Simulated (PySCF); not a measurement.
# Two-component Hartree-Fock for Gd⁵⁹⁺ (gadolinium, charge +59)

Start: [He] 2s2 2p1; 2p1/2 filled at m_j = +1/2. Calculated with PySCF 2.14 in an even-tempered Gaussian basis (17 s from 41 bohr⁻², ratio 2.4; 13 p from 53 bohr⁻², ratio 2.4; 5 d from 170 bohr⁻², ratio 2.6; 4 f from 260 bohr⁻², ratio 2.6): generalised Hartree-Fock with the X2C-1e Hamiltonian and a Gaussian nucleus; one run each with spin-orbit coupling (SO) switched off, then screened by Boettger's factors.

```tsv
spinor shell	electrons	ε, spin-free (eV)	ε, screened SO (eV)	weight of nominal j (screened SO)	rms radius, screened SO (bohr)
1s1/2	2	-56737.8	-56716.3	1.000	0.0248
2s1/2	2	-13693.9	-13687.3	1.000	0.0964
2p1/2	1	-12994.6	-13535.8	1.000	0.0814
```

| quantity | spin-free | screened SO |
| --- | --- | --- |
| E (hartree) | -5815.31905 | -5835.20491 |
| M_J | 1/2 | 1/2 |
| ⟨J²⟩ | 1.106 | 0.750 |
| ⟨L²⟩ | 2.000 | 2.000 |
| ⟨S²⟩ | 0.750 | 0.750 |

Each row is a mean over spinors that exchange with the open shell spreads, by up to 17.646 eV (2s1/2).

Breit and QED terms are absent; they matter most for the inner s and p1/2 levels.

Densities and radii are taken from the X2C orbitals without a picture-change correction, which distorts them close to the nucleus.

Without spin-orbit coupling the j labels of p, d and f shells carry no meaning; the spin-free column gives the mean over the occupied spinors of each nl shell, and its ⟨J²⟩ belongs to a mixture of degenerate components.
